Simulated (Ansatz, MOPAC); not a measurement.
Molecule: H4SiNO3, charge 0, multiplicity 2. SMILES: N[Si]([O])(O)O

Atoms: N1, Si2, O3, O4, O5, H6, H7, H8, H9. Bonds: N1-Si2, N1-H6, N1-H7, Si2-O3, Si2-O4, Si2-O5, O4-H8, O5-H9.

Bond lengths (Å) and angles (degrees) optimised at PM3 with MOPAC; PM7 with MOPAC; HF/STO-3G with Ansatz (an electronic-structure program); HF/3-21G with Ansatz; B3LYP/LANL2DZ with Ansatz; B3LYP/6-31G* with Ansatz, each started from the B3LYP-D3(BJ)/def2-TZVP structure (Ansatz) of the last column. A row stands for all coordinates that are equal there; 10 of 18 kinds are shown. 6-31G* holds six Cartesian d functions. No wavenumbers were computed at HF/STO-3G, B3LYP/LANL2DZ, so these may be saddle points.

| coordinate | PM3 | PM7 | HF/STO-3G | HF/3-21G | B3LYP/LANL2DZ | B3LYP/6-31G* | B3LYP-D3(BJ)/def2-TZVP |
|---|---|---|---|---|---|---|---|
| N1-Si2 | 1.791 | 1.912 | 1.713 | 1.703 | 1.710 | 1.742 | 1.731 |
| N1-H6 | 0.999 | 1.006 | 1.018 | 1.000 | 1.013 | 1.015 | 1.011 |
| N1-H7 | 0.999 | 1.004 | 1.018 | 0.999 | 1.012 | 1.014 | 1.010 |
| Si2-O3 | 1.675 | 1.435 | 1.706 | 1.717 | 1.733 | 1.627 | 1.615 |
| Si2-O4 | 1.687 | 1.607 | 1.657 | 1.645 | 1.680 | 1.654 | 1.638 |
| Si2-O5 | 1.685 | 1.598 | 1.658 | 1.640 | 1.664 | 1.645 | 1.629 |
| O4-H8 | 0.944 | 0.950 to 0.953 | 0.982 | 0.957 | 0.968 | 0.967 | 0.960 |
| N1-Si2-O3 | 109.4 | 104.2 | 104.9 | 105.9 | 103.7 | 97.6 | 97.3 |
| N1-Si2-O4 | 112.4 | 97.2 | 110.6 | 118.2 | 121.1 | 114.3 | 111.8 |
| N1-Si2-O5 | 109.1 | 96.3 | 115.1 | 108.6 | 104.7 | 106.0 | 108.4 |

A range marks coordinates that this level makes unequal.

Mean signed difference of all 8 bond lengths from B3LYP-D3(BJ)/def2-TZVP: PM3 0.021 Å, PM7 -0.011 Å, HF/STO-3G 0.022 Å, HF/3-21G 0.008 Å, B3LYP/LANL2DZ 0.024 Å, B3LYP/6-31G* 0.010 Å.
